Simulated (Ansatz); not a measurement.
The molecule CuC, multiplicity 4 (lowest of 2S+1 = 2, 4 at CCSD(T)/def2-TZVPP on PBE0 minima; our sources give no spin for the ground state, which may be another). No spin–orbit coupling. Cu is treated without relativity.

Constants: fifth-degree fit in 1/R to seven points, most abundant isotopes. Runs in def2 and cc sets follow the lowest solution found near the PBE0 minimum.

Codes used: Ansatz (Gaussian basis) for Hartree–Fock, density functionals and correlated methods. Values without a source in brackets are computed.

Energies at CAM-B3LYP/def2-TZVPP:

```tsv
R (Å)	E (hartree)
1.682722	-1678.49941392
1.727957	-1678.50239447
1.769573	-1678.50382938
1.816616	-1678.50424324
1.863660	-1678.50364094
1.917942	-1678.50197628
1.981270	-1678.49907113
```

Task: With a reduced mass of 10.0782 u, find the minimum, the force constant and the constants.

Result: A fifth-degree polynomial in 1/R puts the minimum at r_e = 1.8104 Å with force constant 206 N/m. Then ω_e = (1/2πc)√(k/μ) = 589 cm⁻¹ and B_e = h/(8π²cμr_e²) = 0.5103 cm⁻¹; the cubic and quartic terms give α_e = 0.0057 and ω_e x_e = 4.7 cm⁻¹.

Ansatz is an electronic-structure program.
